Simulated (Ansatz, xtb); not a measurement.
**C4H6N2Se: which of two isomers lies lower**

Structure I: `Nc1cc[se]c1N`, a singlet. Structure II: `Nc1ccc(N)[se]1`, a singlet. Both are isolated molecules in the gas phase, relaxed with r2SCAN-D4/def2-SVP; the shapes shown needn't be the lowest conformers.

I (Å):

```yaml
atoms:
  - { symbol: C, position_ang: [0.8056, -0.6175, 0.1827] }
  - { symbol: C, position_ang: [1.8360, 0.1902, -0.4083] }
  - { symbol: C, position_ang: [1.7480, 0.3521, -1.7642] }
  - { symbol: C, position_ang: [-0.1276, -1.1101, -0.7135] }
  - { symbol: N, position_ang: [0.7721, -0.9362, 1.5360] }
  - { symbol: N, position_ang: [-1.2104, -1.9168, -0.3354] }
  - { symbol: Se, position_ang: [0.3069, -0.5698, -2.4917] }
  - { symbol: H, position_ang: [1.0457, -0.1737, 2.1487] }
  - { symbol: H, position_ang: [-0.1326, -1.3245, 1.7979] }
  - { symbol: H, position_ang: [2.6337, 0.6440, 0.1871] }
  - { symbol: H, position_ang: [2.4138, 0.9378, -2.3988] }
  - { symbol: H, position_ang: [-1.0939, -2.9022, -0.5746] }
  - { symbol: H, position_ang: [-2.1055, -1.6015, -0.7060] }
```

II (Å):

```xyz
13

C     0.2916   -0.4321    1.0358
C     0.9418    0.3548    0.1199
C     1.0472   -0.1856   -1.2050
C     0.4660   -1.4126   -1.3976
N     0.1709   -0.2705    2.4121
N     0.2556   -2.1154   -2.5795
Se   -0.3048   -2.0395    0.2204
H     0.5848    0.6012    2.7338
H    -0.7815   -0.3508    2.7628
H     1.3691    1.3237    0.3964
H     1.5398    0.3507   -2.0220
H     0.5706   -3.0832   -2.5547
H     0.6589   -1.6418   -3.3843
```

Task: Estimate which is lower in electronic energy at CCSD(T)/def2-SVP + ΔMP2/def2-TZVPP, and by roughly how much.

Result: The CCSD(T)/def2-SVP + ΔMP2/def2-TZVPP calculation puts structure I lower, by 3.6 kcal/mol.

The same difference at several levels:

```csv
level,geometry,E(II) − E(I) (kcal/mol),departure from the last row (kcal/mol),"job, with rough time for the two"
r2SCAN-D4/def2-SVP,r2SCAN-D4/def2-SVP,+2.6,−1.0,"optimisation, 2.3 min"
HF/def2-SVP,r2SCAN-D4/def2-SVP,+2.6,−1.0,part of the CCSD(T) run
MP2/def2-SVP,r2SCAN-D4/def2-SVP,+3.3,−0.4,part of the CCSD(T) run
CCSD(T)/def2-SVP,r2SCAN-D4/def2-SVP,+3.4,−0.2,single point
CCSD(T)/def2-SVP + ΔMP2/def2-TZVPP,r2SCAN-D4/def2-SVP,+3.6,,"single point, 4.7 min"
```

As drawn, both hold the same kinds of bond in the same numbers.

None of the levels shown reverses the order. The largest departure from CCSD(T)/def2-SVP + ΔMP2/def2-TZVPP is that of HF/def2-SVP, 1.0 kcal/mol. Levels run at GFN2-xTB geometries aren't shown. The last row adds to CCSD(T) the change of the MP2 difference between the two basis sets, here +0.2 kcal/mol.

With thermal terms from frequencies at re-optimised GFN2-xTB minima (ideal gas, soft modes damped towards free rotors, one conformer each, 298.15 K, 1 atm): the zero-point term adds −0.2 kcal/mol; ΔH is +3.5 and ΔG +3.8 kcal/mol.

The correlated steps freeze 15 core orbitals; the filled d shell of Se is correlated, in a basis made for valence electrons. Codes used: Ansatz 0.2.0, xtb 6.7.1; the last row on 2 threads of Intel(R) Xeon(R) Processor @ 2.50GHz (Skylake/Cascade Lake) on a shared host.
